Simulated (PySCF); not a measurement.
Breaking a bond: H2 (cation, charge +1), doublet. Each curve is given relative to its own lowest point near equilibrium.

| R / Å | A | B | C |
|---|---|---|---|
| 0.82 | 53.1 | 50.0 | 41.4 |
| 0.89 | 26.8 | 25.3 | 18.1 |
| 0.94 | 14.7 | 14.1 | 8.2 |
| 0.98 | 8.1 | 8.0 | 3.3 |
| 1.02 | 3.7 | 3.9 | 0.7 |
| 1.06 | 1.1 | 1.5 | 0.0 |
| 1.10 | 0.0 | 0.2 | 0.8 |
| 1.13 | 0.0 | 0.0 | 2.2 |
| 1.17 | 0.9 | 0.4 | 5.1 |
| 1.22 | 3.2 | 1.9 | 9.9 |
| 1.26 | 5.9 | 3.6 | 14.6 |
| 1.36 | 14.5 | 9.7 | 28.4 |
| 1.47 | 26.1 | 18.2 | 45.9 |
| 1.65 | 46.4 | 33.8 | 76.4 |
| 1.82 | 64.7 | 48.5 | 104.6 |
| 1.97 | 79.0 | 60.4 | 127.8 |
| 2.19 | 96.2 | 75.2 | 158.1 |
| 2.40 | 108.4 | 85.9 | 182.4 |
| 2.72 | 119.9 | 96.1 | 211.2 |
| 2.99 | 124.6 | 99.9 | 228.7 |
| 3.29 | 126.1 | 100.7 | 242.5 |
| 3.80 | 123.7 | 97.5 | 256.4 |
| 4.37 | 118.3 | 91.4 | 263.6 |

Energies in kJ/mol.

### Question
Match the curves with the methods SC-NEVPT2 on CASSCF(1,2)/aug-cc-pVTZ, all electrons correlated (PySCF); unrestricted B3LYP/aug-cc-pVTZ in PySCF; PySCF with unrestricted B3LYP/3-21G.

### Answer
A is UKS-B3LYP; B is UKS-B3LYP/3-21G; C is NEVPT2.

At the longest distance UKS-B3LYP leaves fractional charges on the fragments, a sign of delocalisation error or of the restricted form.
